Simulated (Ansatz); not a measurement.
Relaxation of Pd₄⁺ with UKS B3LYP-D4/def2-SVP.

```sh
$ ansatz run in.yaml --threads 2 --pin off --events-out ev --progress --plain --max-ram 4352MiB
```

```yaml
crystal:
  periodic: [false, false, false]
  atoms:
    - {symbol: Pd, position_ang: [-1.044790, 0.455040, -1.089360]}
    - {symbol: Pd, position_ang: [1.024850, 1.173840, 0.270410]}
    - {symbol: Pd, position_ang: [-0.758900, -0.354810, 1.337160]}
    - {symbol: Pd, position_ang: [0.778840, -1.274070, -0.518210]}
basis:
  gaussian: {orbitals: def2-SVP}
total_charge: 1
magnetization: {spin_polarized: true, initial_magnetization: 1}
hamiltonian: {xc: {name: B3LYP}, dispersion: d4}
scf: {lower_state_search: "off"}
output: {orbitals: {seedname: orbitals}}
relax: {f_tol: 0.02, max_steps: 100}
```

Run time 50 s (2 threads of Intel Xeon Platinum 8259CL on a shared host), peak host memory 0.57 GiB.

Positions (Å) and forces (eV/Å) at steps 1, 2, 4 of 4:

```xyz
4
step=1 energy=-13917.7437 eV
Pd   -1.045    0.455   -1.089   -0.193    0.096   -0.227
Pd    1.025    1.174    0.270    0.177    0.181    0.040
Pd   -0.759   -0.355    1.337   -0.131   -0.072    0.272
Pd    0.779   -1.274   -0.518    0.147   -0.206   -0.085
4
step=2 energy=-13917.7493 eV
Pd   -1.057    0.461   -1.104    0.078   -0.037    0.090
Pd    1.035    1.184    0.272   -0.077   -0.087   -0.019
Pd   -0.767   -0.360    1.355    0.059    0.029   -0.112
Pd    0.788   -1.286   -0.523   -0.060    0.094    0.041
4
step=4 energy=-13917.7506 eV
Pd   -1.053    0.460   -1.100    0.000    0.000    0.000
Pd    1.032    1.180    0.272    0.000    0.000    0.000
Pd   -0.764   -0.358    1.350    0.000    0.000    0.000
Pd    0.785   -1.282   -0.521    0.000    0.000    0.000
```

In the def2 sets Pd takes a core potential; there is no spin–orbit coupling. The charge 1 doublet is spin-contaminated (final ⟨S²⟩ up to 1.77, 0.75 for a pure state). At B3LYP-D4/def2-SVP a quartet of charge 1 lies 0.37 eV below the doublet at the same geometry. The structure comes from a short search, and lower isomers may exist.
